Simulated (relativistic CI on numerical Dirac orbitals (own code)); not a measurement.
Level scheme of Ag XXV

These numbers are calculated, not measured: Dirac-Coulomb-Breit CI, separate exchange-only KLI orbitals for each configuration, model QED (radiative potential, 1s self-energy scaled to tabulated hydrogen-like ionisation energies), unscaled Slater integrals (own radial code, finite nucleus).

Configurations in the expansion (outside the closed core [Ne]): 3s2 3p6 3d5, 3s2 3p5 3d6, 3s2 3p4 3d7, 3s 3p6 3d6, 3p6 3d7, 3s 3p5 3d7, 3s2 3p6 3d4 4s, 3s2 3p6 3d4 4p, 3s2 3p6 3d4 4d, 3s2 3p6 3d4 4f, 3s2 3p5 3d5 4s, 3s2 3p6 3d3 4s2, 3s2 3p6 3d4 5s, 3s 3p6 3d5 4s, 3s2 3p6 3d3 4p2, 3p6 3d6 4s. Levels of other configurations are missing.

The lowest level is 3s2 3p6 3d5 6S_5/2, with 84 % of that term; Hund's rules for 3s2 3p6 3d5 give 6S with J = 5/2, in agreement.

```
No.  Configuration  Term     J  E (cm⁻¹)    %  Landé g  Lifetime (s)
  1    3s2 3p6 3d5    6S   5/2         0   84    1.924              
  2    3s2 3p6 3d5    4G   5/2     90058   25    1.083      2.59e-04
  3    3s2 3p6 3d5    4G   7/2    120095   63    1.086      1.40e-03
  4    3s2 3p6 3d5    4P   3/2    121333   51    1.410      1.49e-04
  5    3s2 3p6 3d5    4G  11/2    124981   78    1.220              
  6    3s2 3p6 3d5    4G   5/2    127956   45    1.045      2.12e-04
  7    3s2 3p6 3d5    4G   9/2    131904   83    1.166      1.80e-02
  8    3s2 3p6 3d5    4P   1/2    136804   71    2.020      6.03e-03
  9    3s2 3p6 3d5    4D   7/2    159162   66    1.298      5.60e-04
 10    3s2 3p6 3d5    4D   5/2    165854   39    1.274      2.15e-04
 11    3s2 3p6 3d5    4D   1/2    180029   77    0.591      2.91e-04
 12    3s2 3p6 3d5    4D   3/2    183224   50    1.296      2.24e-04
 13    3s2 3p6 3d5    2I  11/2    183826   70    0.997      4.68e-04
 14    3s2 3p6 3d5    2F   7/2    189340   44    1.126      7.51e-04
 15    3s2 3p6 3d5    4F   3/2    195181   45    0.732      1.33e-04
 16    3s2 3p6 3d5    2G   9/2    199148   45    1.164      5.10e-04
 17    3s2 3p6 3d5    2I  13/2    200942  100    1.073      3.12e-03
 18    3s2 3p6 3d5    2F   5/2    206106   27    1.060      8.51e-05
 19    3s2 3p6 3d5    4F   5/2    227914   39    1.079      1.31e-04
 20    3s2 3p6 3d5    2H   9/2    230519   55    1.090      1.34e-04
 21    3s2 3p6 3d5    2G   7/2    241491   47    1.039      3.11e-04
 22    3s2 3p6 3d5    2D   3/2    249919   48    0.665      2.01e-04
 23    3s2 3p6 3d5    2F   5/2    253059   54    1.004      1.18e-04
 24    3s2 3p6 3d5    2F   7/2    253902   52    1.071      1.20e-04
 25    3s2 3p6 3d5    2F   7/2    273100   43    1.155      1.62e-04
 26    3s2 3p6 3d5    2H  11/2    273782   68    1.058      9.21e-05
 27    3s2 3p6 3d5    2S   1/2    277005   84    1.946      1.06e-04
 28    3s2 3p6 3d5    2G   9/2    278834   50    1.092      2.08e-04
 29    3s2 3p6 3d5    2D   5/2    299249   51    1.070      6.60e-05
 30    3s2 3p6 3d5    2D   3/2    307172   88    0.820      7.03e-05
 31    3s2 3p6 3d5    2D   5/2    333301   65    1.122      7.14e-05
 32    3s2 3p6 3d5    2G   9/2    345152   98    1.108      1.49e-04
 33    3s2 3p6 3d5    2G   7/2    356903   87    0.916      1.08e-04
 34    3s2 3p6 3d5    2P   3/2    395472   81    1.230      1.54e-04
 35    3s2 3p6 3d5    2P   1/2    417599   91    0.764      8.21e-05
 36    3s2 3p6 3d5    2D   5/2    444505   96    1.194      5.06e-05
 37    3s2 3p6 3d5    2D   3/2    459665   80    0.888      5.25e-05
 38    3s2 3p5 3d6   6F°  11/2   1365336   88    1.429      2.07e-09
 39    3s2 3p5 3d6   6D°   9/2   1406935   56    1.479      3.64e-09
 40    3s2 3p5 3d6   4P°   5/2   1412633   58    1.519      3.45e-10
 41    3s2 3p5 3d6   6F°   9/2   1421157   46    1.380      1.81e-10
 42    3s2 3p5 3d6   6F°   7/2   1427160   35    1.446      6.41e-11
 43    3s2 3p5 3d6   4P°   1/2   1449999   39    2.501      2.31e-10
 44    3s2 3p5 3d6   4P°   3/2   1452716   42    1.711      9.44e-11
 45    3s2 3p5 3d6   6F°   5/2   1462003   34    1.287      8.18e-11
```

Energies count from the lowest computed level; ° marks odd parity; lifetimes are radiative, by E1, M1, E2, M2 decay to levels of this space only; some are left blank where a channel outside the calculation adds to the decay or the decay crosses a small, uncertain gap.

The mean weight of the leading LS term, summed over parents, in these 45 levels is 61 %, and that of the leading jj configuration (from the same eigenvectors) 62 %.

At this charge energies of transitions that change n are usually good to better than 1 %, and those within a shell (Δn = 0) to a few per cent. Terms inside the open d or f shell come out 10 to 20 % too wide with unscaled integrals.

LS names give the leading component of a level, which can be under half, so a name can repeat, a term be missing and a line seem to break the LS rules.
